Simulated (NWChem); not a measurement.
# C3H5BO2; SMILES OB(O)C=C=C

```xyz
11

C      0.1953    -2.7180     0.0000
C     -0.3360    -1.5241     0.0000
C     -0.8559    -0.3181     0.0000
B     -0.0008     0.9879     0.0000
O     -0.6873     2.1697     0.0000
O      1.3598     0.8931     0.0000
H      0.4282    -3.2334     0.9374
H      0.4282    -3.2334    -0.9374
H     -1.9504    -0.2291     0.0000
H     -0.1417     2.9611     0.0000
H      1.8287     1.7318     0.0000
```
Atoms are numbered in this order, from 1.

Level: PBE0/def2-SVP (NWChem), optimised geometry, unscaled harmonic frequencies. 

| frequency (cm⁻¹) | IR intensity (km/mol) |
|---|---|
| 66 | 4.1 |
| 120 | 3.4 |
| 345 | 11.5 |
| 345 | 4.4 |
| 408 | 1.4 |
| 410 | 24.1 |
| 422 | 11.6 |
| 551 | 194.0 |
| 575 | 41.1 |
| 697 | 51.6 |
| 816 | 7.2 |
| 834 | 58.5 |
| 898 | 24.1 |
| 933 | 177.6 |
| 979 | 0.8 |
| 1019 | 135.9 |
| 1081 | 2.0 |
| 1237 | 25.3 |
| 1384 | 185.5 |
| 1440 | 249.9 |
| 1469 | 216.6 |
| 2076 | 236.9 |
| 3154 | 0.2 |
| 3161 | 0.7 |
| 3247 | 0.2 |
| 3921 | 36.0 |
| 3929 | 85.6 |

| Quantity | Result |
|---|---|
| zero-point energy | 50.7 kcal/mol |
| thermal correction to the enthalpy at 298.15 K (with zero-point energy) | 55.6 kcal/mol |
| heat capacity Cv | 24.1 cal/(mol K) |
| entropy at 298.15 K and 1 atm (symmetry number 1) | 80.8 cal/(mol K) |
| dipole moment | 2.56 D |

Rigid rotor and harmonic oscillator; modes under 100 cm⁻¹ make the entropy uncertain.
